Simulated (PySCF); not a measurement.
but-1-yne (C4H6), SMILES C#CCC. Coordinates come from a B3LYP-D3(BJ)/def2-SVP optimisation.

Method: B3LYP-D3(BJ)/def2-SVP (PySCF).

Harmonic wavenumbers (cm⁻¹): 204, 227, 369, 523, 689, 698, 786, 856, 1032, 1083, 1093, 1273, 1341, 1396, 1447, 1467, 1479, 2229, 3024, 3038, 3061, 3125, 3129, 3472. Rotational constants (GHz): 27.39, 4.482, 4.047; symmetry number 1.

Work out the zero-point energy and the ideal-gas rigid-rotor harmonic-oscillator thermochemistry at 298.15 K and 1 atm.

ZPE = ½ Σ hcν = ½ × 37042 cm⁻¹ = 221.56 kJ/mol. H − E(el) = 237.07 kJ/mol. Entropy in J/(mol K): translation 158.52, rotation 100.35, vibration 29.40, total 288.27. G − E(el) = 151.12 kJ/mol. Cp = 78.74 J/(mol K).
